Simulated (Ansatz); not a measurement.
Ideal-gas functions of `B[O][GaH2]` at 298.15 K and 1 bar, from an Ansatz frequency run at PBE0-D4/def2-TZVP.

Molar mass 100.57 g/mol, point group Cs (symmetry number 1), electronic degeneracy 1, moments of inertia 8.019, 134.059, 134.123 u Å². Harmonic wavenumbers (cm⁻¹, unscaled): 63, 76, 249, 531, 553, 625, 727, 1003, 1051, 1233, 1438, 2024, 2033, 2501, 2576.

Use S(trans) = R[1.5 ln M + 2.5 ln T − 1.1517]; rotational temperatures θ = 24.2544 K / I; S(rot) = R[ln(√π/σ · √(T³/θAθBθC)) + 1.5]; for each mode x = 1.438777 ν̃/T, S = R[x/(eˣ − 1) − ln(1 − e⁻ˣ)] and H = RT x/(eˣ − 1); 1 cm⁻¹ = 0.0119627 kJ/mol; R = 8.31446 J/(mol·K).

Problem. By hand: the entropy, in J/(mol·K).

Solution. Translation 166.4. Rotation: θ = 3.0246, 0.1809, 0.1808 K, giving 97.9. Vibration, mode by mode: 18.25, 16.70, 7.27, 2.45, 2.25, 1.71, 1.15, 0.39, 0.32, 0.15, 0.06, 0.01, 0.00, 0.00, 0.00, in all 50.7. Electronic 0.0. Sum 315.0 J/(mol·K).

Problem. By hand: H − E and G − E in kJ/mol, counted from the electronic energy.

Solution. Zero-point energy ½ × 16683 × 0.0119627 = 99.8; thermal vibration 7.4; translation, rotation and pV give 4 RT = 9.9. H − E = 117.1 kJ/mol, and G − E = 117.1 − 298.15 × 315.0/1000 = 23.2 kJ/mol.

Vibration gives 16 % of the entropy, 34.9 J/(mol·K) of it from the modes under 150 cm⁻¹: soft modes count most, and the harmonic formula is weakest for them.
